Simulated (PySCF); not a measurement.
**Dipole moment and polarisability of `C/C=C/[CH2][AlH2-][NH3+]`**

Species: C4H12AlN.
Numbering: `[CH3:1]/[CH:2]=[CH:3]/[CH2:4][AlH2-:5][NH3+:6]` (hydrogens: H7, H8, H9 on C1; H10 on C2; H11 on C3; H12, H13 on C4; H14, H15 on Al5; H16, H17, H18 on N6)

Geometry (GFN2-xTB, Å), atoms numbered from 1 in this order:
```
atom  x, y, z in Å
C1     2.409    0.971    0.758
C2     1.421   -0.098    0.407
C3     0.701   -0.123   -0.716
C4    -0.322   -1.135   -1.061
Al5   -2.190   -0.683   -0.367
N6    -1.570    0.462    1.233
H7     2.395    1.769    0.020
H8     2.192    1.399    1.740
H9     3.419    0.560    0.801
H10    1.348   -0.916    1.116
H11    0.818    0.696   -1.419
H12   -0.319   -1.298   -2.146
H13   -0.059   -2.100   -0.600
H14   -2.943   -1.811    0.407
H15   -3.068    0.356   -1.129
H16   -1.923    1.415    1.231
H17   -1.775    0.048    2.138
H18   -0.546    0.494    1.112
```

Level: wB97X-D/def2-SVPD (PySCF), static field, nuclei fixed, core orbitals frozen in the response. The polarisability tensor in these axes (au):

```
x   107.39   9.01   8.96
y     9.01  81.93   4.79
z     8.96   4.79  87.22
```

Question: What are the eigenvalues, a third of the trace, and Δα (Δα² = ½Σ(αi − αj)² over the three pairs)?

Answer: Principal values 78.46, 84.09 and 114.00 au; mean 92.18 au = 13.66 Å³ = 15.20 × 10⁻⁴⁰ C²·m²/J; Δα = 33.09 au (36 % of the mean).

Question: What is the dipole moment, and where does it point?

Answer: (1.62, 2.28, 3.01) D, 4.11 D in size, pointing from the negative to the positive side. Measured along this direction, the outermost atoms are H12 at the negative end and H8 at the positive end.

Question: What would n − 1 = 2πNα be for an ideal gas of these molecules at 500 K and 1 atm, electronic part alone?

Answer: N = p/kT = 1.4678 × 10¹⁹ cm⁻³, so n − 1 = 2π × N × 13.66 × 10⁻²⁴ cm³ = 1260 × 10⁻⁶ at long wavelengths, for an ideal gas.

Question: What molar refraction does this α imply?

Answer: Lorentz–Lorenz: R = (4π/3)N_A α = 2.5225 cm³/(mol·Å³) × 13.66 Å³ = 34.5 cm³/mol, in the limit of long wavelengths.

Question: Directions of the eigenvectors, and the extent of the frame along each?

Answer: Largest value along (0.89, 0.30, 0.35), where the nuclei span 6.49 Å; middle along (-0.42, 0.21, 0.88), 4.68 Å; least along (-0.19, 0.93, -0.31), 3.06 Å. The response follows the extents in order.

Question: Form Σ f/ω² (atomic units) for the 8 lowest TDDFT singlets, given as eV and f, and set it beside the mean polarisability, which is this sum over all singlets: 5.81, 0.0366; 5.91, 0.2636; 6.58, 0.0355; 6.68, 0.0345; 6.84, 0.0040; 7.03, 0.0100; 7.25, 0.0803; 7.42, 0.0583.

Answer: They add up to 9.71 au, 10.5 % of the 92.18 au; the largest single term is 5.60 au, from the state at 5.91 eV. Terms in order: 0.80, 5.60, 0.61, 0.57, 0.06, 0.15, 1.13, 0.78 au. Higher excitations give the rest. The strengths listed sum to 0.523.

The structure is a single GFN2-xTB conformer in the gas phase; no vibrational or solvent corrections.
